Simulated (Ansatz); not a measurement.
# Molecular dynamics of C$_{3}$H$_{10}$BNO

input.yaml

```yaml
crystal:
  periodic: [false, false, false]
  atoms:
    - { symbol: C, position_ang: [-1.755809, -0.87149, 0.896408] }
    - { symbol: O, position_ang: [-0.869442, 0.166061, 0.476262] }
    - { symbol: C, position_ang: [0.20729, -0.227954, -0.418912] }
    - { symbol: C, position_ang: [1.26334, -1.051583, 0.315414] }
    - { symbol: B, position_ang: [0.796567, 1.098402, -1.041194] }
    - { symbol: "N", position_ang: [0.234929, 2.305074, -0.667493] }
    - { symbol: H, position_ang: [-2.551825, -0.394245, 1.453763] }
    - { symbol: H, position_ang: [-2.181676, -1.394032, 0.039279] }
    - { symbol: H, position_ang: [-1.260774, -1.596676, 1.538752] }
    - { symbol: H, position_ang: [-0.223252, -0.840663, -1.220568] }
    - { symbol: H, position_ang: [2.079555, -1.301736, -0.357466] }
    - { symbol: H, position_ang: [0.859833, -1.982238, 0.707115] }
    - { symbol: H, position_ang: [1.67037, -0.483701, 1.14788] }
    - { symbol: H, position_ang: [1.703302, 1.05538, -1.810264] }
    - { symbol: H, position_ang: [-0.529906, 2.297917, -0.01747] }
    - { symbol: H, position_ang: [0.534697, 3.198683, -0.997307] }
magnetization:
  spin_polarized: true
basis:
  gaussian: { orbitals: "6-31G" }
hamiltonian:
  xc: { name: BHLYP }
  dispersion: d4
md:
  timestep: 4.0
  n_steps: 40
  ensemble: nve
  temperature: 700.0
  initial_velocities: maxwell_boltzmann
  seed: 796480
```

Launched with:

```bash
$ ansatz run input.yaml --threads 2 --pin off --max-ram 3072MiB --backend cpu --events-out ev --progress --plain --runs-dir out
```

It starts from a relaxed structure.

Output, in part (step lines, the closing report, with atoms numbered from 0):

```
md step     0: t =     0.00 fs  T =   700.0 K  F+E_penalty+E_count = -7481.92393621 eV  E_kin = 1.266748 eV  conserved = -7480.65718822 eV  (28 SCF iters)
md step    33: t =   132.00 fs  T = 4617471.6 K  F+E_penalty+E_count = -7420.66445494 eV  E_kin = 8355.961184 eV  conserved = 935.38497106 eV  (428 SCF iters)
md step    34: t =   136.00 fs  T = 4617471.6 K  F+E_penalty+E_count = -7420.66445467 eV  E_kin = 8355.961184 eV  conserved = 935.38497106 eV  (333 SCF iters)
md step    35: t =   140.00 fs  T = 4617471.6 K  F+E_penalty+E_count = -7420.66445444 eV  E_kin = 8355.961183 eV  conserved = 935.38497106 eV  (324 SCF iters)
md step    36: t =   144.00 fs  T = 4617471.6 K  F+E_penalty+E_count = -7420.66445425 eV  E_kin = 8355.961183 eV  conserved = 935.38497106 eV  (325 SCF iters)
md step    37: t =   148.00 fs  T = 4617471.6 K  F+E_penalty+E_count = -7420.66445408 eV  E_kin = 8355.961183 eV  conserved = 935.38497106 eV  (340 SCF iters)
md step    38: t =   152.00 fs  T = 4617471.6 K  F+E_penalty+E_count = -7420.66445395 eV  E_kin = 8355.961183 eV  conserved = 935.38497105 eV  (318 SCF iters)
md step    39: t =   156.00 fs  T = 4617471.6 K  F+E_penalty+E_count = -7420.66445383 eV  E_kin = 8355.961183 eV  conserved = 935.38497105 eV  (324 SCF iters)
[... lines left out ...]
md step    40: t =   160.00 fs  T = 4617471.6 K  F+E_penalty+E_count = -7421.18690598 eV  E_kin = 8355.961183 eV  conserved = 935.38497105 eV  (2840 SCF iters)
Total energy: -7421.18819134 eV, -272.7236357698 hartree
Atom 0 at   -75.017291   -10.732842    38.085396 Å, force     0.000000    -0.000000    -0.000000 eV/Å
Atom 1 at   -82.253130   -62.773014   102.184324 Å, force     0.000000    -0.000000     0.000000 eV/Å
Atom 2 at     2.155909     9.165439   -19.833746 Å, force    -0.000000    -0.000000    -0.000000 eV/Å
Atom 3 at    96.754031   -15.508746   -48.565493 Å, force    -0.000000     0.000000    -0.000000 eV/Å
Atom 4 at   101.335988     3.578141   -73.067738 Å, force     0.000000    -0.000000     0.000000 eV/Å
Atom 5 at    71.459694    42.760788   -86.962322 Å, force    -0.000000     0.000000     0.000000 eV/Å
Atom 6 at  -319.094333   114.435582   181.363872 Å, force     0.000000    -0.000000     0.000000 eV/Å
Atom 7 at   -19.185102   -15.076270   -44.695170 Å, force    -0.000000    -0.000000     0.000000 eV/Å
Atom 8 at    18.683422   -54.475809    55.621433 Å, force     0.000000    -0.000000    -0.000000 eV/Å
Atom 9 at   -22.459623   -30.986426   -37.633237 Å, force     0.000000     0.000000    -0.000000 eV/Å
Atom 10 at   137.166692    -2.055026   -12.132442 Å, force    -0.000000     0.000000    -0.000000 eV/Å
Atom 11 at   -18.675203   -60.483064    15.620467 Å, force     0.000000    -0.000000    -0.000000 eV/Å
Atom 12 at    15.230651    48.688174   120.391489 Å, force     0.000000    -0.000000    -0.000000 eV/Å
Atom 13 at   -92.828563    35.584851  -112.200805 Å, force    -0.000000     0.000000     0.000000 eV/Å
Atom 14 at  -958.715440   -53.493061   816.767888 Å, force    -0.000000    -0.000000     0.000000 eV/Å
Atom 15 at   195.673556   604.474044  -254.708535 Å, force    -0.000000     0.000000     0.000000 eV/Å
Dipole moment:     0.000001     0.000000     0.000001 e Å
```

The steps, from the saved trajectory:

```json
{"time (fs)": "0.0", "T (K)": "700", "potential energy less start (eV)": "0.000", "conserved less start (meV/atom)": "0.00"}
{"time (fs)": "4.0", "T (K)": "1805", "potential energy less start (eV)": "2.567", "conserved less start (meV/atom)": "285.48"}
{"time (fs)": "8.0", "T (K)": "156973", "potential energy less start (eV)": "28.685", "conserved less start (meV/atom)": "19467.68"}
{"time (fs)": "12.0", "T (K)": "651173", "potential energy less start (eV)": "30.241", "conserved less start (meV/atom)": "75460.22"}
{"time (fs)": "16.0", "T (K)": "850625", "potential energy less start (eV)": "114.289", "conserved less start (meV/atom)": "103271.67"}
{"time (fs)": "20.0", "T (K)": "2227243", "potential energy less start (eV)": "79.814", "conserved less start (meV/atom)": "256821.36"}
{"time (fs)": "24.0", "T (K)": "4199234", "potential energy less start (eV)": "49.886", "conserved less start (meV/atom)": "477987.96"}
{"time (fs)": "28.0", "T (K)": "4230105", "potential energy less start (eV)": "54.484", "conserved less start (meV/atom)": "481766.98"}
{"time (fs)": "32.0", "T (K)": "4314438", "potential energy less start (eV)": "95.121", "conserved less start (meV/atom)": "493845.12"}
{"time (fs)": "36.0", "T (K)": "4617538", "potential energy less start (eV)": "61.180", "conserved less start (meV/atom)": "526005.17"}
{"time (fs)": "40.0", "T (K)": "4617483", "potential energy less start (eV)": "61.240", "conserved less start (meV/atom)": "526002.74"}
{"time (fs)": "44.0", "T (K)": "4617475", "potential energy less start (eV)": "61.253", "conserved less start (meV/atom)": "526002.67"}
{"time (fs)": "48.0", "T (K)": "4617473", "potential energy less start (eV)": "61.258", "conserved less start (meV/atom)": "526002.65"}
{"time (fs)": "52.0", "T (K)": "4617472", "potential energy less start (eV)": "61.259", "conserved less start (meV/atom)": "526002.64"}
{"time (fs)": "56.0", "T (K)": "4617472", "potential energy less start (eV)": "61.259", "conserved less start (meV/atom)": "526002.64"}
{"time (fs)": "60.0", "T (K)": "4617472", "potential energy less start (eV)": "61.259", "conserved less start (meV/atom)": "526002.64"}
{"time (fs)": "64.0", "T (K)": "4617472", "potential energy less start (eV)": "61.259", "conserved less start (meV/atom)": "526002.64"}
{"time (fs)": "68.0", "T (K)": "4617472", "potential energy less start (eV)": "61.259", "conserved less start (meV/atom)": "526002.63"}
{"time (fs)": "72.0", "T (K)": "4617472", "potential energy less start (eV)": "61.259", "conserved less start (meV/atom)": "526002.63"}
{"time (fs)": "76.0", "T (K)": "4617472", "potential energy less start (eV)": "61.259", "conserved less start (meV/atom)": "526002.63"}
{"time (fs)": "80.0", "T (K)": "4617472", "potential energy less start (eV)": "61.259", "conserved less start (meV/atom)": "526002.63"}
{"time (fs)": "84.0", "T (K)": "4617472", "potential energy less start (eV)": "61.259", "conserved less start (meV/atom)": "526002.63"}
{"time (fs)": "88.0", "T (K)": "4617472", "potential energy less start (eV)": "61.259", "conserved less start (meV/atom)": "526002.63"}
{"time (fs)": "92.0", "T (K)": "4617472", "potential energy less start (eV)": "61.259", "conserved less start (meV/atom)": "526002.63"}
{"time (fs)": "96.0", "T (K)": "4617472", "potential energy less start (eV)": "61.259", "conserved less start (meV/atom)": "526002.63"}
{"time (fs)": "100.0", "T (K)": "4617472", "potential energy less start (eV)": "61.259", "conserved less start (meV/atom)": "526002.63"}
{"time (fs)": "104.0", "T (K)": "4617472", "potential energy less start (eV)": "61.259", "conserved less start (meV/atom)": "526002.63"}
{"time (fs)": "108.0", "T (K)": "4617472", "potential energy less start (eV)": "61.259", "conserved less start (meV/atom)": "526002.63"}
{"time (fs)": "112.0", "T (K)": "4617472", "potential energy less start (eV)": "61.259", "conserved less start (meV/atom)": "526002.63"}
{"time (fs)": "116.0", "T (K)": "4617472", "potential energy less start (eV)": "61.259", "conserved less start (meV/atom)": "526002.63"}
{"time (fs)": "120.0", "T (K)": "4617472", "potential energy less start (eV)": "61.259", "conserved less start (meV/atom)": "526002.63"}
{"time (fs)": "124.0", "T (K)": "4617472", "potential energy less start (eV)": "61.259", "conserved less start (meV/atom)": "526002.63"}
{"time (fs)": "128.0", "T (K)": "4617472", "potential energy less start (eV)": "61.259", "conserved less start (meV/atom)": "526002.63"}
{"time (fs)": "132.0", "T (K)": "4617472", "potential energy less start (eV)": "61.259", "conserved less start (meV/atom)": "526002.63"}
{"time (fs)": "136.0", "T (K)": "4617472", "potential energy less start (eV)": "61.259", "conserved less start (meV/atom)": "526002.63"}
{"time (fs)": "140.0", "T (K)": "4617472", "potential energy less start (eV)": "61.259", "conserved less start (meV/atom)": "526002.63"}
{"time (fs)": "144.0", "T (K)": "4617472", "potential energy less start (eV)": "61.259", "conserved less start (meV/atom)": "526002.63"}
{"time (fs)": "148.0", "T (K)": "4617472", "potential energy less start (eV)": "61.259", "conserved less start (meV/atom)": "526002.63"}
{"time (fs)": "152.0", "T (K)": "4617472", "potential energy less start (eV)": "61.259", "conserved less start (meV/atom)": "526002.63"}
{"time (fs)": "156.0", "T (K)": "4617472", "potential energy less start (eV)": "61.259", "conserved less start (meV/atom)": "526002.63"}
{"time (fs)": "160.0", "T (K)": "4617472", "potential energy less start (eV)": "60.737", "conserved less start (meV/atom)": "526002.63"}
```

All steps were run. The conserved energy changed by up to 530000 meV per atom, so the integration failed: the time step of 4 fs is too long for the fastest motions that this run met, and the later frames carry no physical meaning.

Parted: C1–O2 1.43 → 82.88 Å, C1–H7 1.08 → 309.47 Å, C1–H8 1.09 → 99.94 Å, C1–H9 1.09 → 104.88 Å, O2–C3 1.45 → 164.89 Å, C3–C4 1.53 → 101.90 Å. It ends as B + C + C + C + H + H + H + H + H + H + H + H + H + H + N + O. Pairs count as bonded within 1.25 times the sum of covalent radii (0.12 Å more for H–H).

Last frame:

```xyz
16
Properties=species:S:1:pos:R:3
C -75.017 -10.733 38.085
O -82.253 -62.773 102.184
C 2.156 9.165 -19.834
C 96.754 -15.509 -48.566
B 101.336 3.578 -73.068
N 71.460 42.761 -86.962
H -319.094 114.436 181.364
H -19.185 -15.076 -44.695
H 18.683 -54.476 55.621
H -22.460 -30.986 -37.633
H 137.167 -2.055 -12.132
H -18.675 -60.483 15.620
H 15.231 48.688 120.391
H -92.829 35.585 -112.201
H -958.715 -53.493 816.768
H 195.674 604.474 -254.708
```

Time of the run: 37 min on 2 threads of Arm Neoverse N1, on a shared host, peak memory 0.34 GiB.
